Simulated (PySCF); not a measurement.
**Radial density of Ni⁻ (nickel, charge -1)**

UHF, [Ar] 3d9 4s2, 2D determinant. All numbers are calculated (PySCF 2.14, no relativity, point nucleus, in aug-cc-pwCVTZ (10s9p7d4f3g, 127 functions)).

| r (bohr) | 4πr²ρ (e/bohr) | 4πr²(ρα − ρβ) |
| --- | --- | --- |
| 0.000960 | 0.1638 | 0.0000 |
| 0.00161 | 0.4466 | 0.0000 |
| 0.00271 | 1.188 | 0.0000 |
| 0.00457 | 3.031 | 0.0001 |
| 0.00768 | 7.204 | 0.0002 |
| 0.0129 | 15.22 | 0.0004 |
| 0.0217 | 26.45 | 0.0006 |
| 0.0365 | 33.66 | 0.0002 |
| 0.0615 | 29.18 | -0.0006 |
| 0.103 | 28.54 | 0.0077 |
| 0.174 | 38.25 | 0.0816 |
| 0.293 | 22.60 | 0.3962 |
| 0.492 | 17.96 | 0.9582 |
| 0.828 | 17.37 | 0.9319 |
| 1.39 | 4.957 | 0.3578 |
| 2.34 | 1.073 | 0.0952 |
| 3.94 | 0.4253 | 0.0229 |
| 6.63 | 0.1585 | -0.0221 |
| 11.1 | 0.02509 | -0.0107 |
| 18.7 | 6.847e-05 | 0.0000 |

The outer electron is barely bound at this level, so radii and moments hang on the diffuse functions.

(1) Where is the radial spin density 4πr²(ρα − ρβ) most negative, and why is it negative at all?

## Answers

(1) Around r = 6.63 bohr, down to -0.0221 e/bohr: exchange with the open shell polarises the paired shells in an unrestricted calculation.
